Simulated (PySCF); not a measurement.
## How methods differ on the excitation energy of Ba

Ba [Xe] 6s2 (1S) → Ba [Xe] 5d2 (3F), as a difference of total energies. Computed with PySCF 2.14 in ANO-RCC-VTZP (8s7p4d2f1g, 72 functions), with scalar relativity by spin-free X2C-1e. Correlated levels: valence: [Xe] frozen. The calculations carry no spin-orbit coupling.

| method | excitation energy (cm⁻¹) |
| --- | --- |
| UHF | 19216 |
| MP2 (valence) | 22068 |
| SCS-MP2 (valence) | 23261 |
| CCSD (valence) | 23273 |

A first-order spin-orbit estimate (lowest level to lowest level, LS coupling) adds -0.060 eV.

With two correlated electrons CCSD is exact in that space.
